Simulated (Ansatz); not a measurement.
C2H5GaO (`[CH3][GaH][CH]=O`) at its PBE0-D4/def2-TZVP geometry, where that method's forces vanish. The species carries charge 0 and has multiplicity 1.

```xyz
9

C    -0.8504   -0.7070    1.0754
Ga    0.7606   -0.0408    0.1724
C     0.5367    0.8572   -1.6239
O     0.1181    1.9910   -1.5415
H    -0.7299   -0.7372    2.1587
H    -1.7117   -0.0850    0.8244
H    -1.0679   -1.7225    0.7304
H     2.1823    0.0000    0.8418
H     0.7623    0.4443   -2.6378
```

Question: What forces (eV/Å) does PBE-D4/def2-TZVPP give on these atoms in Ansatz 0.2.0? (Best estimate.)

Answer: Ansatz gave: 
```
C1   0.005  0.039  0.047
Ga2  0.098 -0.097 -0.050
C3   0.271 -0.755 -0.035
O4  -0.362  0.989  0.127
H5   0.021 -0.005  0.208
H6  -0.165  0.116 -0.052
H7  -0.027 -0.184 -0.079
H8   0.090  0.036  0.077
H9   0.069 -0.139 -0.242
```
